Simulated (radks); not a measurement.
Species: Fe3+. Configuration: [Ar] 3d3.5 4s1.5 (fractional occupations, a model configuration). All-electron calculation, Dirac Kohn-Sham, BLYP, spin-unpolarised, spherical densities, finite nucleus; open shells are shared between the two j in proportion to 2j + 1; Fermi nuclear charge, rms radius 3.7377 fm. Program: a radial shooting solver on a logarithmic mesh with Libxc functionals. Some entries of the table are withheld. Estimate them.

orbital  occ.  eigenvalue (hartree)  <1/r> (bohr^-1)
1s1/2       2                   (1)              (2)
2s1/2       2             -32.10762            5.578
2p1/2       2                   (3)              (4)
2p3/2       4                   (5)              (6)
3s1/2       2              -5.27419            1.794
3p1/2       2              -4.04749              (7)
3p3/2       4              -3.98619              (8)
3d3/2     1.4                   (9)            1.396
3d5/2     2.1                  (10)            1.391
4s1/2     1.5              -1.30052           0.6215

Answer. 
(1) 1s1/2 eigenvalue (hartree): -259.1491
(2) 1s1/2 <1/r> (bohr^-1): 25.98
(3) 2p1/2 eigenvalue (hartree): -27.96058
(4) 2p1/2 <1/r> (bohr^-1): 5.525
(5) 2p3/2 eigenvalue (hartree): -27.50193
(6) 2p3/2 <1/r> (bohr^-1): 5.427
(7) 3p1/2 <1/r> (bohr^-1): 1.680
(8) 3p3/2 <1/r> (bohr^-1): 1.659
(9) 3d3/2 eigenvalue (hartree): -2.00866
(10) 3d5/2 eigenvalue (hartree): -2.00113
